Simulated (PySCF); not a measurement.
ZrMeCl3, CH₃Cl₃Zr (singlet state).
Bonds: Zr1–C2, Zr1–Cl6, Zr1–Cl7, Zr1–Cl8. Hydrogens: H3, H4, H5 on C2.

A GFN2-xTB structure was refined with PBE0-D3(BJ)/def2-SVP geometry optimisation, gas phase, def2 core potentials past Kr (PySCF 2.14.0). Its GFN2-xTB values:

```tsv
coordinate	GFN2-xTB
Zr1–C2	2.190 Å
Zr1–Cl6	2.214 Å
C2–H3	1.139 Å
C2–Zr1–Cl6	114.4°
C2–Zr1–Cl7	108.4°
Cl6–Zr1–Cl7	105.0°
```

Question: How do these coordinates change at the PBE0-D3(BJ)/def2-SVP level?

Answer: 
| coordinate | PBE0-D3(BJ)/def2-SVP (Å or °) | change |
| --- | --- | --- |
| Zr1–Cl6 | 2.333 | +0.119 |
| C2–H3 | 1.104 | -0.035 |
| Zr1–C2 | 2.166 | -0.024 |
| C2–Zr1–Cl6 | 104.7 | -9.7 |
| Cl6–Zr1–Cl7 | 114.3 | +9.3 |
| C2–Zr1–Cl7 | 104.3 | -4.1 |

The energy falls by 0.508 eV over 18 energy and gradient evaluations, the largest force component goes from 0.0463 to 7.6e-05 Eh/bohr, and the atoms move by 0.180 Å rms after alignment. The bond that changes most is Zr1–Cl6 (ends: zirconium bonded to C and 3 Cl; chlorine bonded to Zr), which lengthens by 0.119 Å. Bonds longer at the end by more than 0.005 Å: 2 of 7; shorter: 4. Rotational constants go from 1373, 1357, 1089 to 1349, 1334, 939.5 MHz.

The run used 114 basis functions and 123 SCF cycles in all. The run took 2.1 min of wall time on one thread of an Arm Neoverse V1 (shared host), and the process peaked at 0.46 GiB of memory.

Stationary, but not proved a minimum.
